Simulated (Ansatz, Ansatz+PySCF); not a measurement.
```xyz
10

N     1.1824    0.0000    0.0000
C     0.3654    1.1245    0.0000
C    -0.9566    0.6950    0.0000
C    -0.9566   -0.6950    0.0000
C     0.3654   -1.1245    0.0000
H     2.1974    0.0000    0.0000
H     0.7022    2.1612    0.0000
H    -1.8384    1.3357    0.0000
H    -1.8384   -1.3357    0.0000
H     0.7022   -2.1612    0.0000
```

Basis set: def2-SVP (spherical functions). Left uncorrelated: 5 orbitals. Charge 0, multiplicity 1.

Computed with Ansatz (development build ahead of 0.2.0); each method stands on the lowest determinant of its kind that the runs found. Restricted open shells among the atoms or ions are ROHF, correlated in semicanonical orbitals with singles.

**Question.** Give the atomization energy at this shape (free ground-state atoms in the same class of orbitals less the molecule, no zero-point energy) of singlet C₄H₅N by RHF-MP2, RHF.

**Answer.**

```csv
method,atomization energy
RHF-MP2,4380.2 kJ/mol
RHF,3307.4 kJ/mol
```
